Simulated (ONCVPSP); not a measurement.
# Before and after: ONCV potential for Al

* Element: aluminium
* Generator: ONCVPSP 4.0.1
* Type: optimised norm-conserving Vanderbilt (ONCV)
* Functional: Wu-Cohen
* Relativity: non-relativistic
* Frozen core: [Ne]
* Valence charge: 3
* Reference configuration: 3s2 3p1
* Partial waves: 3s: rc 1.80 bohr, ncon 4, nbas 7, qcut 3.9 1/bohr, 3 projectors, debl 2.8 Ha; 3p: rc 2.60 bohr, ncon 3, nbas 6, qcut 3.3 1/bohr, 2 projectors, debl 1 Ha
* Local potential: polynomial inside 1.75 bohr (lpopt 1, dvloc0 1 Ha)
* Core correction: Teter function, fcfact 1.75, rcfact 1.7

Change: reference 3s2; wave 3p: rc 2.60 bohr, ncon 3, nbas 6, qcut 3.3 1/bohr, 2 projectors, debl 1 Ha becomes p scattering state at 0.03 Ha: rc 2.60 bohr, ncon 3, nbas 6, qcut 3.3 1/bohr, 2 projectors, debl 1 Ha. In the p channel the program set the typed energies aside and used 0.050, 1.050 Ha.

Cutoffs: the cutoffs (Ha) at which the residual kinetic energy of the hardest occupied pseudo-wave falls to 1 and 0.1 mHa per electron; they do not see the model core or the augmentation charge, which bear on the density cutoff. Errors are all-electron minus pseudo energies relative to the spin-unpolarised reference configuration.

Q: What does the change do?

A: The potential gets neither clearly harder nor softer (5.7 Ha and 7.5 Ha → 6.0 Ha and 7.9 Ha); the range in which the p phases agree widens (upper end 1.9 → 4.2); neither file shows a bound ghost.

| quantity | base | changed |
| --- | --- | --- |
| cutoff, loose | 5.7 Ha | 6.0 Ha |
| cutoff, tight | 7.5 Ha | 7.9 Ha |
| bound ghosts | none | none |
| GHOST(+) flags under 300 eV | s at 230.8 eV | s at 224.1 eV |
| largest error over its own tests, meV | -59 | -53 |
| s: phases at 1.83 bohr within 0.05 rad from the reference energy up to (Ha; the scan ends near 5) | to the end of the scan | to the end of the scan |
| p: phases at 2.65 bohr within 0.05 rad from the reference energy up to (Ha; the scan ends near 5) | 1.9 | 4.2 |
| rms error of d²Exc/dni dnj with the model core, mHa | 1.60 | 3.96 |

Base: The cutoffs count occupied waves only; projector 3 of the s channel, the hardest unoccupied one, needs 65 Ha at the loose tolerance. Changed file: The cutoffs count occupied waves only; projector 2 of the s channel, the hardest unoccupied one, needs 25 Ha at the loose tolerance.
